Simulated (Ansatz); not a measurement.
Ansatz (a quantum-chemistry and plane-wave program) input file for AlCl3, SMILES [Cl][Al+]([Cl])[Cl] (connectivity only; charge and spin as stated), charge +1, multiplicity 2, PBE/def2-SVPD. Geometry: PBE0-D3(BJ)/def2-SVP.

Ansatz 0.2 input:
```yaml
crystal:
  periodic: [false, false, false]
  atoms:
    - {symbol: Al, position_ang: [-0.00000000, 0.00000000, -0.32133246]}
    - {symbol: Cl, position_ang: [0.00000000, 1.40211822, 1.29294259]}
    - {symbol: Cl, position_ang: [0.00000000, -0.00000000, -2.34016036]}
    - {symbol: Cl, position_ang: [0.00000000, -1.40211821, 1.29294259]}
basis:
  gaussian:
    orbitals: def2-SVPD
hamiltonian:
  xc: {name: PBE}
total_charge: 1
magnetization: {spin_polarized: true, initial_magnetization: 1}
```

Output:

```
WARN ansatz: RAYON_NUM_THREADS=1 ignored (pool sized by the plan → 1); use --threads N
Functional definition: PBE
integrals: 0.05 GiB planned
1057 factors; their error is unknown
mean field: 0.37 GiB planned
mean field evaluation 1: about -44124.2918 eV, gradient 2.4e1 eV
mean field evaluation 2: about -44113.2181 eV, gradient 4.2e1 eV
mean field evaluation 4: about -44127.0704 eV, gradient 3.9e0 eV
mean field evaluation 8: about -44127.1987 eV, gradient 1.5e-1 eV
mean field evaluation 16: about -44127.1469 eV, gradient 6.7e-5 eV
mean field evaluation 32: about -44125.2373 eV, gradient 7.6e0 eV
mean field evaluation 64: about -44126.1790 eV, gradient 4.6e-1 eV
mean field evaluation 96: about -44125.7070 eV, gradient 1.4e0 eV
mean field -44127.14692702 eV, -1621.6427391134 hartree, gradient 2.3e-5 eV, S^2 0.751853; 14 other end points of the search recorded, 0 dependent functions left out
reference -44127.14698181 eV, -1621.6427411271 hartree; 32, 31 occupied and 73, 74 virtual orbitals, 1057 factors
Total energy: -44127.14698181 eV, -1621.6427411271 hartree
```

The calculation finished and met its thresholds.

Cost: about 14 core-seconds (a rough figure).
